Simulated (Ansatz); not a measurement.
Ti₂O₂. Charge 0, multiplicity 3. Geometry r2SCAN-D4/def2-SVP, that of the charge +1 doublet; atoms count from 1.

```xyz
4

Ti   -0.518    0.146   -1.285
Ti    0.478   -0.136    1.182
O     0.864    0.858   -0.191
O    -0.824   -0.868    0.294
```

The charge 0 triplet is spin-contaminated (final ⟨S²⟩ up to 2.63, 2.00 for a pure state). The structure comes from a short search, and lower isomers may exist.

Problem. Estimate the Mulliken populations from the PBE0/def2-TZVP orbitals of Ansatz.

Solution. 
```csv
atom,charge (e),spin (α − β),d electrons
Ti1,0.87,2.10,2.52
Ti2,0.60,0.09,2.23
O3,-0.74,-0.09,–
O4,-0.74,-0.09,–
```
Mulliken values and Mayer orders depend strongly on the basis.

Problem. Where does the spin sit?

Solution. Summed by element: Ti 2.19, O -0.19, of 2 unpaired in all. Largest on single atoms: Ti1 2.10, O3 -0.09, O4 -0.09.

Problem. And the Mayer bond orders between bonded heavy atoms (over 0.3)?

Solution. Ti1–O3 0.87 (1.90 Å); Ti1–O4 0.87 (1.90 Å); Ti2–O3 1.20 (1.74 Å); Ti2–O4 1.21 (1.74 Å).
